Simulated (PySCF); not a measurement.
## Spinor energies of Nd⁵⁶⁺ (neodymium, charge +56)

Start: [He] 2s2. Calculated with PySCF 2.14 in an even-tempered Gaussian basis (17 s from 8.9 bohr⁻², ratio 2.6; 13 p from 12 bohr⁻², ratio 2.6; 7 d from 12 bohr⁻², ratio 2.8; 4 f from 230 bohr⁻², ratio 2.8): generalised Hartree-Fock with the X2C-1e Hamiltonian and a Gaussian nucleus; spin-orbit coupling (SO) screened by Boettger's factors.

```tsv
spinor shell	electrons	ε, screened SO (eV)	weight of nominal j (screened SO)	rms radius, screened SO (bohr)
1s1/2	2	-49744.4	1.000	0.0268
2s1/2	2	-12094.5	1.000	0.104
```

```
   quantity  screened SO
E (hartree)  -4647.45095
        M_J            0
       ⟨J²⟩        0.000
       ⟨L²⟩        0.000
       ⟨S²⟩        0.000
```

Breit and QED terms are absent; they matter most for the inner s and p1/2 levels.

Densities and radii are taken from the X2C orbitals without a picture-change correction, which distorts them close to the nucleus.
